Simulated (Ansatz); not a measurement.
Mo3H3Se9 was relaxed with PBE-D4 (def2-SVP) in Ansatz in these states: charge +1 singlet, neutral doublet, neutral quartet. The geometries follow in no particular order.

In the def2 sets Mo takes a core potential; there is no spin–orbit coupling.

A:

Cartesian coordinates in Å:
```
Mo 1.118 0.137 0.902
Mo -0.971 1.666 -0.360
Mo -0.226 -1.194 -1.031
Se 3.390 0.402 2.334
Se 2.096 -1.579 -0.524
Se 1.284 -0.069 3.346
Se 1.468 2.243 -0.138
Se -1.816 3.249 1.070
Se -0.260 0.455 -2.659
Se -1.377 -0.328 0.996
Se -3.056 2.097 -1.730
Se -1.492 -3.260 -1.465
H 3.893 -1.008 2.269
H -2.879 1.110 -2.842
H -1.171 -3.923 -0.169
```

B:

Cartesian coordinates in Å:
```
Mo 0.574 -0.640 -1.113
Mo 0.917 0.269 1.629
Mo -1.217 1.127 -0.130
Se 1.798 -1.705 -3.253
Se -0.446 1.137 -2.423
Se 0.437 -3.006 -1.780
Se 2.665 0.207 -0.265
Se 2.726 -1.334 2.043
Se 0.099 2.638 1.074
Se -0.924 -1.149 0.867
Se 0.589 0.599 4.067
Se -3.651 1.360 0.159
H 0.758 -1.445 -4.299
H -0.294 1.805 4.030
H -4.030 0.138 -0.607
```

C:

| atom | x (Å) | y (Å) | z (Å) |
| --- | --- | --- | --- |
| Mo1 | 0.0744 | 0.4815 | 1.1089 |
| Mo2 | -1.8305 | -0.2030 | -0.8794 |
| Mo3 | 1.3596 | -0.8396 | -0.9106 |
| Se4 | 0.2989 | 2.1571 | 3.2093 |
| Se5 | 2.2624 | 1.0665 | 0.2632 |
| Se6 | -0.2279 | -0.1542 | 3.4389 |
| Se7 | -1.5461 | 1.9672 | 0.1546 |
| Se8 | -3.7168 | -0.9961 | 0.0631 |
| Se9 | 0.2713 | -0.2258 | -2.8168 |
| Se10 | -0.4092 | -1.9213 | 0.3876 |
| Se11 | -3.0261 | 0.4497 | -2.9721 |
| Se12 | 3.1584 | -2.4536 | -1.0746 |
| H13 | 1.7693 | 2.0396 | 3.4673 |
| H14 | -1.9749 | 1.0930 | -3.8085 |
| H15 | 3.5372 | -2.4608 | 0.3691 |

Judge from the bond lengths which geometry belongs to which state (an estimate).

A is the neutral doublet (Mo2–Mo3 3.031 Å, Mo2–Se9 2.694 Å, Mo2–Se8 2.294 Å); B is the neutral quartet (Mo2–Mo3 2.896 Å, Mo2–Se9 2.567 Å, Mo2–Se8 2.452 Å); C is the charge +1 singlet (Mo2–Mo3 3.253 Å, Mo2–Se9 2.859 Å, Mo2–Se8 2.253 Å).
